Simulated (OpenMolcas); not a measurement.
# Cr2+: ligand-field states by method

Cr2+ with 6 ligands (sulfide) in trigonal antiprismatic coordination (D3d) at 2.63 Å, a polar angle of 53.1° against the regular 54.74°. A charge of +1.67 e stands 2.6 Å behind each ligand. Ligand basis ANO-RCC-VDZP.
```
Cr    0.0000    0.0000    0.0000
S     0.0000    2.1030    1.5793
S    -1.8212   -1.0515    1.5793
S     1.8212   -1.0515    1.5793
S     0.0000   -2.1030   -1.5793
S     1.8212    1.0515   -1.5793
S    -1.8212    1.0515   -1.5793
```

- Program: OpenMolcas 26.06
- Basis: ANO-RCC-VTZP [6s5p3d2f1g]
- Scalar Hamiltonian: DKH2, point nucleus
- Active space: 4 electrons in 5 orbitals (3d)
- State averaging: 2S+1 = 5 even, 5 roots; 2S+1 = 3 even, 45 roots; 2S+1 = 1 even, 50 roots
- Spin-orbit coupling: state interaction with AMFI integrals over the reference wave functions

I. CASSCF
II. SS-CASPT2, IPEA 0.25 Eh, imaginary shift 0.1 Eh (closed shells correlated: 3s 3p and the ligand valence shells)
III. SS-CASPT2, IPEA 0.25 Eh, real shift 0.3 Eh (closed shells correlated: 3s 3p and the ligand valence shells)

Spin-free states (labels of D3, the rotations of D3d) in cm-1, each column counted from its own energy of the first state listed:

| State | Degeneracy | I | II | III |
| --- | --- | --- | --- | --- |
| 5E | 2 | 0 | 0 | 0 |
| 2S+1 = 5 | 1 | 1980 | 2520 | 2500 |
| 5E | 2 | 2011 | 2190 | 2200 |
| 2S+1 = 3 | 1 | 18588 | 15440 | 15490 |
| 3E | 2 | 18604 | 15420 | 15470 |
| 3E | 2 | 19253 | 15330 | 15430 |
| 3E | 2 | 20311 | 15990 | 16130 |
| 2S+1 = 3 | 1 | 20322 | 15960 | 16110 |
| 2S+1 = 3 | 1 | 20568 | 15910 | 16070 |
| 3E | 2 | 20578 | 15860 | 16020 |
| 3E | 2 | 21840 | 16480 | 16660 |
| 2S+1 = 3 | 1 | 21864 | 16450 | 16640 |
| 2S+1 = 3 | 1 | 22255 | 16710 | 16860 |
| 3E | 2 | 22945 | 17510 | 17680 |
| 2S+1 = 3 | 1 | 22967 | 17490 | 17660 |
| 2S+1 = 3 | 1 | 24003 | 18420 | 18550 |
| 3E | 2 | 24257 | 19620 | 19780 |
| 2S+1 = 3 | 1 | 24274 | 19680 | 19830 |
| 3E | 2 | 24843 | 19380 | 19530 |
| 2S+1 = 3 | 1 | 24870 | 19590 | 19750 |

From I to II, I's first state of the same spin (2S+1 = 5) moves from 1980 to 2520 cm-1, by about +540 cm-1. In II another state of that kind comes below it.

From I to II, I's first state of another spin (2S+1 = 3) moves from 18588 to 15440 cm-1, by about -3100 cm-1. In II another state of that kind comes below it.

χT at 300 K: I 2.80, II 2.82, III 2.82 cm3 K/mol.

Roots that are degenerate in the reference are averaged as groups; the widest CASPT2 spread within a group is 430 cm-1 (the 2-fold group of multiplicity 1 near 61200 cm-1 above the lowest state of its run, II). Shifts and gaps below about the spread of the groups concerned are not significant. Over all roots computed the reference weight is 0.61 to 0.64 in II, 0.69 to 0.70 in III; a low but even weight reflects the number of correlated electrons. An orbital doublet at a regular site is open to a Jahn-Teller distortion, which this geometry leaves out. The sulfide ions are held by bare point charges, a crude embedding. Ligand-to-metal charge-transfer states are missing. With no ligand orbital active B as a rule stays too high, so bands that hang on it stand too high and its fall with covalency is understated. Without dynamic correlation the repulsion within the d shell is too large (B by tens of per cent), so at a given field states of lower spin stand too high (holds for I). CASSCF with metal d orbitals alone favours high spin, so a ground state of lower spin is not ruled out (holds for I). With metal d orbitals alone and no dynamic correlation the field as a rule comes out too small, by tens of per cent, by up to half for chloride and softer ligands (holds for I). With one d shell and no ligand orbital active, 10Dq can be off by tens of per cent for divalent 3d ions, low with halides held by bare charges and at times high in hosts (holds for II; III). Free-ion shares, where given, are those of the reference states; single-state CASPT2 does not remix them (holds for II; III). The distance lies 2 % over the 2.58 Å that this model takes as the normal distance (a Shannon-type radius plus a fixed donor radius); by an R⁻⁵ law this alone changes a d-shell field by about -9 %. A group larger than the point group allows holds several states that coincide in this model. No measured value stands beside these numbers; the geometry is a model, was not optimised and need not be the one that this ion takes.

A state without a sure symmetry label is named by its multiplicity alone.
